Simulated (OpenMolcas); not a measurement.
## Ionisation energies of lutetium

```
Program             : OpenMolcas 26.06
Basis               : ANO-RCC-VTZP [8s7p5d3f2g1h]
Scalar Hamiltonian  : DKH2, point nucleus
Spin-orbit coupling : RASSI with atomic mean-field integrals over the reference wave functions, term energies averaged over their components
```

Active shells in each charge state: the valence d, s shells, with orbitals averaged over the low states. Where CASPT2's correlated closed shells are named, they are those of the first ion.

A. CASSCF
B. SS-CASPT2, IPEA 0.25 Eh, imaginary shift 0.1 Eh (closed shells correlated: 5s 5p)
C. SS-CASPT2, IPEA 0 Eh, imaginary shift 0.1 Eh (closed shells correlated: 5s 5p)
D. SS-CASPT2, IPEA 0.25 Eh, imaginary shift 0.1 Eh (closed shells correlated: 4f 5s 5p)

Energies in eV between the lowest computed levels, named as in B; reference values from the NIST Atomic Spectra Database with their kind.

| From | To | A | B | C | D | Spin-orbit share in B | Reference |
| --- | --- | --- | --- | --- | --- | --- | --- |
| Lu 5d 6s2 2D 3/2 | Lu+ 6s2 1S0 | 4.485 | 5.038 | 5.112 | 5.250 | +0.150 | 5.426 (measured) |
| Lu+ 6s2 1S0 | Lu2+ 6s 2S 1/2 | 12.967 | 13.614 | 13.627 | 13.867 | +0.000 | 14.130 (semi-empirical) |

Error against the reference values, in %:

| From | Reference | A | B | C | D |
| --- | --- | --- | --- | --- | --- |
| Lu | measured | -17.3 | -7.2 | -5.8 | -3.2 |
| Lu+ | semi-empirical | -8.2 | -3.7 | -3.6 | -1.9 |

Absolute error against the one measured value: A 0.94 eV, B 0.39 eV, C 0.31 eV, D 0.18 eV. D lies closest.

The lowest level within the active space need not be the ion's true ground level.
